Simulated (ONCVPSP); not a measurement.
Reading a pseudo-wave (magnesium (Mg))

Columns: radius, all-electron u(r) and pseudo u(r) of the 2s shell (level -99.46 eV) of magnesium in the configuration [He] 2s2 2p6; LDA (Perdew-Wang 92), scalar-relativistic, ONCV scheme, ONCVPSP 4.0.1.

| r (bohr) | all-electron | pseudo |
| --- | --- | --- |
| 0.047 | -0.5226 | 0.1278 |
| 0.095 | -0.5047 | 0.2601 |
| 0.142 | -0.2558 | 0.3923 |
| 0.190 | 0.0703 | 0.5291 |
| 0.237 | 0.3817 | 0.6624 |
| 0.285 | 0.6562 | 0.7935 |
| 0.332 | 0.8691 | 0.9115 |
| 0.380 | 1.0300 | 1.0161 |
| 0.427 | 1.1372 | 1.0985 |
| 0.475 | 1.2028 | 1.1588 |
| 0.522 | 1.2318 | 1.1935 |
| 0.570 | 1.2333 | 1.2049 |
| 0.617 | 1.2133 | 1.1946 |
| 0.665 | 1.1769 | 1.1662 |
| 0.712 | 1.1301 | 1.1246 |
| 0.760 | 1.0746 | 1.0722 |
| 0.807 | 1.0154 | 1.0146 |
| 0.855 | 0.9525 | 0.9522 |
| 0.902 | 0.8900 | 0.8899 |
| 0.950 | 0.8267 | 0.8266 |
| 0.997 | 0.7661 | 0.7660 |
| 1.045 | 0.7064 | 0.7064 |
| 1.092 | 0.6506 | 0.6505 |
| 1.140 | 0.5965 | 0.5964 |
| 1.187 | 0.5467 | 0.5466 |
| 1.235 | 0.4990 | 0.4989 |

(1) How many radial nodes do the two functions have?

(2) At about which radius was the pseudo-wave matched?

(3) Where does each function peak?

(4) Is the pseudo-wave norm-conserving?

Answers

(1) The all-electron 2s function has n − l − 1 = 1; the pseudo-wave has 0, since the states of the same l below it are removed with the core.

(2) 0.95 bohr. The columns agree to 0.0005 from 0.85 bohr on; several derivatives are matched, so the curves merge somewhat inside the radius.

(3) Outermost all-electron maximum near 0.57 bohr, pseudo maximum near 0.57 bohr (to the table’s step).

(4) Yes: the ONCV scheme keeps the norm inside the radius equal to the all-electron one, which fixes the energy derivative of the logarithmic derivative at the level.
